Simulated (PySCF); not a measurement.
Al(Cl)(NCO)(OH) (CHAlClNO₂), SMILES O=C=[N][Al]([OH])[Cl].

Coordinates come from a PBE0-D3(BJ)/def2-SVP optimisation. The values are those of a single conformer.

Two levels are set side by side: TDA-PBE/def2-SVPD (PySCF) and TDA-ωB97X/def2-SVPD (PySCF). Vertical, same geometry. The lowest singlet is HOMO→LUMO 99 % with PBE and HOMO→LUMO+1 81 % with the other functional; states are paired by order. Differences are taken from unrounded values.

```json
[
 {"quantity": "lowest singlet excitation (eV)", "TDA-PBE": "5.74"},
 {"quantity": "lowest triplet excitation (TDA) (eV)", "TDA-PBE": "5.58"},
 {"quantity": "first bright state (f over 0.05) (eV)", "TDA-PBE": "6.53"},
 {"quantity": "its oscillator strength", "TDA-PBE": "0.06"}
]
```

**Question.** These are the TDA-PBE values. What does TDA-ωB97X give? (An estimate is asked for; the answer gives what the named calculation found.)

**Answer.** 
```tsv
quantity	TDA-ωB97X	TDA-PBE minus TDA-ωB97X
lowest singlet excitation (eV)	6.87	-1.12
lowest triplet excitation (TDA) (eV)	6.59	-1.00
first bright state (f over 0.05) (eV)	8.03	-1.50
its oscillator strength	0.07	-0.01
```

A lower first singlet is the usual sign of a functional without exact exchange. Differences between two approximate levels are no errors against the true value.

Rough cost on one machine, each run with all the roots and properties that it gave: TDA-ωB97X against TDA-PBE about 5 times.
